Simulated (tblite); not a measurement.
Compound: C6H4S2.
Atom-mapped SMILES: `[cH:1]1[cH:2][c:3]2[s:4][cH:5][cH:6][c:7]2[s:8]1` (hydrogens: H9 on C1; H10 on C2; H11 on C5; H12 on C6)

Cartesian coordinates in Å at the GFN2-xTB level; atoms count from 1:
```xyz
12
C6H4S2 angstrom
C     -2.2306    0.0714    0.3924
C     -1.5057   -0.9980   -0.0219
C     -0.1428   -0.6616   -0.1596
S      1.2888   -1.5064   -0.6308
C      2.2310   -0.0712   -0.3966
C      1.5055    0.9978    0.0175
C      0.1425    0.6612    0.1540
S     -1.2883    1.5068    0.6257
H     -3.2845    0.1175    0.5828
H     -1.9154   -1.9713   -0.2184
H      3.2851   -0.1176   -0.5858
H      1.9157    1.9707    0.2146
```

Computed geometry: GFN2-xTB, gas phase.

Take the most abundant isotopes and a rigid rotor. 

**Question.** Give the principal moments of inertia and the rotational constants in cm⁻¹.

**Answer.** Ia = 149.35, Ib = 378.17, Ic = 527.52 u·Å²; 505379 MHz·u·Å²/I gives 3384, 1336 and 958.0 MHz, that is A = 0.11288, B = 0.04458, C = 0.03196 cm⁻¹.

**Question.** What kind of rotor is it?

**Answer.** An asymmetric top. Ray's parameter κ = (2B − A − C)/(A − C) = -0.688; −1 is the prolate and +1 the oblate limit.

**Question.** Is it planar, by Δ = Ic − Ia − Ib?

**Answer.** Planar: Δ = Ic − Ia − Ib = 0.00 u·Å². For a rigid frame Δ = −2 Σ m c², so it vanishes when all atoms lie in the ab plane; here none is more than 0.01 Å from it.

Its GFN2-xTB frequencies are all real (lowest 197 cm⁻¹). Constants of a rigid frame at the computed geometry: no zero-point averaging, no centrifugal distortion.

Time: 0.13 s. Hardware: Arm Neoverse V2, one thread, on a shared host. These figures are those of the optimisation.
